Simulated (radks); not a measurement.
The mercury ion Hg+, 79 electrons, occupied as [Xe] 4f14 5d10 6s1.

All-electron calculation, scalar-relativistic Kohn-Sham, PBEsol, spin-polarised, spherical densities, finite nucleus; open shells are filled with parallel spins first (spin-orbit coupling, left out, can overturn this in heavy ions); Fermi nuclear charge, rms radius 5.4648 fm. Program: a radial shooting solver on a logarithmic mesh with Libxc functionals.

Energy parts (eV):
| part | energy |
|---|---|
| total | -533675.96 |
| kinetic | 598657.48 |
| electron-nucleus | -1328623.66 |
| Hartree | 206213.50 |
| exchange-correlation | -9923.28 |

Orbitals (lengths in bohr, moments of r in powers of bohr; r(max) is where P^2 peaks):
\begin{tabular}{lrrr}
orbital & occ. & eigenvalue (eV) & r(max) \\ \hline
1s up & 1 & -83115.80 & 0.01023 \\
1s down & 1 & -83115.77 & 0.01023 \\
2s up & 1 & -14739.79 & 0.05917 \\
2s down & 1 & -14739.79 & 0.05917 \\
2p up & 3 & -12718.15 & 0.04907 \\
2p down & 3 & -12718.15 & 0.04907 \\
3s up & 1 & -3504.563 & 0.1668 \\
3s down & 1 & -3504.553 & 0.1668 \\
3p up & 3 & -2920.152 & 0.1664 \\
3p down & 3 & -2920.142 & 0.1664 \\
3d up & 5 & -2303.654 & 0.1355 \\
3d down & 5 & -2303.647 & 0.1355 \\
4s up & 1 & -777.1899 & 0.3758 \\
4s down & 1 & -777.1752 & 0.3758 \\
4p up & 3 & -585.4812 & 0.3959 \\
4p down & 3 & -585.4636 & 0.3959 \\
4d up & 5 & -357.6468 & 0.4028 \\
4d down & 5 & -357.6261 & 0.4028 \\
5s up & 1 & -127.2294 & 0.8273 \\
5s down & 1 & -127.2075 & 0.8274 \\
4f up & 7 & -105.0091 & 0.3663 \\
4f down & 7 & -104.9866 & 0.3663 \\
5p up & 3 & -75.6588 & 0.9279 \\
5p down & 3 & -75.6080 & 0.9279 \\
5d up & 5 & -19.0141 & 1.165 \\
5d down & 5 & -18.6856 & 1.161 \\
6s up & 1 & -15.1591 & 2.142 \\
6s down & 0 & -14.2537 & 2.128 \\
6p up & 0 & -7.7374 & 2.812 \\
6p down & 0 & -6.9060 & 2.852 \\
\end{tabular}

The highest occupied level is 6s up at -15.159 eV. For comparison, the ionisation energy in NIST's Atomic Spectra Database is 18.757 eV (measured). In exact Kohn-Sham theory the highest level is minus the ionisation energy, but local and semilocal functionals leave it too shallow, through self-interaction and a potential that decays too fast; potentials with the right tail come closer. The electron density at the nucleus is 2.497e+06 e/bohr^3 (large components only). The density falls to 0.001 e/bohr^3 at r = 3.88 bohr. The spin density at the nucleus is 187.3 e/bohr^3 (1s 0.6, 2s 0.2, 3s 0.1, 4s -0.1, 5s 0.0, 6s 186.5). Summed over all electrons, <r^2> = 50.25 bohr^2, which gives a Langevin (diamagnetic) susceptibility term of -39.8 x 10^-6 cm^3/mol. Spin moment in Bohr magnetons: 1.
